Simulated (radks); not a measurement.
Results of a calculation; reference values are marked as such.
Coulomb parameter of the 4f shell of the erbium ion Er2+ in the model configuration [Xe] 4f11 5d1, as a second difference U = [E(n + 0.5) + E(n - 0.5) - 2 E(n)] / (0.5)^2 with all orbitals relaxed. "Bare": the charge of the atom changes with n. "Screened": the 5d shell takes up the change at fixed total charge, which measures U(4f,4f) + U(5d,5d) - 2 U(4f,5d). Level of theory: scalar-relativistic Kohn-Sham, PBE, spin-unpolarised, spherical densities, point nucleus (a radial shooting solver on a logarithmic mesh with Libxc functionals).

| case | configuration | E - E(n) (eV) |
|---|---|---|
| start | [Xe] 4f11 5d1 | 0.000 |
| bare +0.5 | [Xe] 4f11.5 5d1 | -9.796 |
| bare -0.5 | [Xe] 4f10.5 5d1 | 14.187 |
| screened +0.5 | [Xe] 4f11.5 5d0.5 | -3.720 |
| screened -0.5 | [Xe] 4f10.5 5d1.5 | 5.014 |

U(bare) = 17.564 eV, U(screened by 5d) = 5.177 eV, against the Slater integral F0(4f,4f) = 32.977 eV with frozen orbitals.
